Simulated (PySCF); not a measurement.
# Two-photon absorption: SMILES C(C)(=O)/C=C/C=C/[SiH3], C6H10OSi

Geometry:
```tsv
atom	x (Å)	y (Å)	z (Å)
C1	3.941	0.207	0.376
C2	2.655	-0.541	0.139
O3	2.635	-1.739	-0.054
C4	1.409	0.269	0.155
C5	0.208	-0.309	-0.036
C6	-1.056	0.396	-0.036
C7	-2.251	-0.201	-0.224
Si8	-3.886	0.702	-0.219
H9	4.790	-0.487	0.339
H10	4.070	0.994	-0.384
H11	3.913	0.710	1.356
H12	1.489	1.348	0.327
H13	0.198	-1.394	-0.203
H14	-1.008	1.480	0.130
H15	-2.248	-1.288	-0.387
H16	-4.761	0.203	0.887
H17	-3.633	2.163	-0.029
H18	-4.613	0.485	-1.507
```

The calculation used TDDFT CAM-B3LYP/aug-cc-pVDZ excited states, vertical, gas phase (PySCF). Geometry: PBE0-D3(BJ)/def2-SVP.

Q: How strongly do the lowest singlets absorb one photon, and two photons of half the energy?

A: δ for parallel linear polarisation; σ at the peak of a Lorentzian of half width 0.1 eV, single beam; Ω is circular over linear.
```csv
state,E (eV),f,photon λ (nm),δ (au),σ (GM),Ω,main
S1,3.69,0.000,671,<0.1,0.00,–,HOMO−1→LUMO 0.85
S2,4.77,0.914,520,455,3.79,0.70,HOMO→LUMO 0.97
S3,6.13,0.002,405,3.08,0.04,1.49,HOMO−3→LUMO 0.86
S4,6.33,0.001,392,32.1,0.47,1.50,"HOMO→LUMO+1 0.76, HOMO→LUMO+4 0.14"
S5,6.63,0.004,374,0.39,0.01,0.65,"HOMO→LUMO+3 0.44, HOMO→LUMO+2 0.34"
S6,6.65,0.000,373,8.68,0.14,1.29,"HOMO−1→LUMO+6 0.22, HOMO−1→LUMO+15 0.19"
```

Among these, the strongest one-photon state is S2, the strongest two-photon state S2, with a dipole change of 2.4 D (relaxed, norm of the difference vector).
